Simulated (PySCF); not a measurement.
SMILES o1cccc1/C=C\OC, GFN2-xTB optimised geometry.

```
17

C      0.27    -3.49    -0.01
O      0.17    -2.09    -0.01
C     -1.09    -1.58     0.00
C     -1.36    -0.27     0.00
C     -0.38     0.78     0.00
C      0.99     0.78     0.00
C      1.39     2.14     0.00
C      0.24     2.87     0.00
O     -0.84     2.06     0.00
H      1.33    -3.73    -0.02
H     -0.20    -3.92    -0.90
H     -0.19    -3.93     0.88
H     -1.89    -2.31     0.00
H     -2.39     0.04     0.00
H      1.62    -0.08     0.00
H      2.39     2.52     0.00
H      0.06     3.93     0.00
```

Density from PySCF 2.14.0 with CAM-B3LYP/def2-SVP at that geometry.

Minimum of the electron density along straight lines between bonded atoms, close to the bond critical point (lines longer than 1.1 times the sum of covalent radii, or with two minima, are not listed):

| bond | length / Å | ρ at the minimum / e bohr⁻³ | ∇²ρ there / e bohr⁻⁵ | position (fraction from the first atom) |
|---|---|---|---|---|
| C1–O2 | 1.407 | 0.257 | ___ | 0.34 |
| O2–C3 | 1.357 | 0.287 | -0.24 | 0.67 |
| C3–C4 | 1.338 | 0.339 | ___ | 0.52 |
| C4–C5 | 1.437 | 0.286 | -0.73 | 0.49 |
| C5–C6 | 1.374 | 0.322 | -0.82 | 0.52 |
| C6–C7 | 1.412 | 0.296 | -0.72 | 0.50 |
| C7–C8 | 1.361 | 0.328 | -0.85 | 0.48 |
| C5–O9 | 1.356 | 0.283 | -0.02 | 0.33 |
| C8–O9 | 1.343 | 0.290 | ___ | 0.33 |
| C1–H10 | 1.089 | 0.285 | -1.13 | 0.65 |
| C1–H11 | 1.095 | 0.280 | -1.07 | 0.64 |
| C1–H12 | 1.095 | 0.280 | -1.07 | 0.64 |
| C3–H13 | 1.084 | 0.286 | -1.12 | 0.64 |
| C4–H14 | 1.078 | 0.282 | -1.08 | 0.64 |
| C6–H15 | 1.069 | 0.288 | -1.15 | 0.64 |
| C7–H16 | 1.071 | 0.285 | -1.11 | 0.64 |
| C8–H17 | 1.072 | 0.290 | -1.18 | 0.65 |

Problem. Fill in the missing entries.

Solution. 
- C1–O2, ∇²ρ there / e bohr⁻⁵: -0.36
- C3–C4, ∇²ρ there / e bohr⁻⁵: -0.91
- C8–O9, ∇²ρ there / e bohr⁻⁵: 0.06
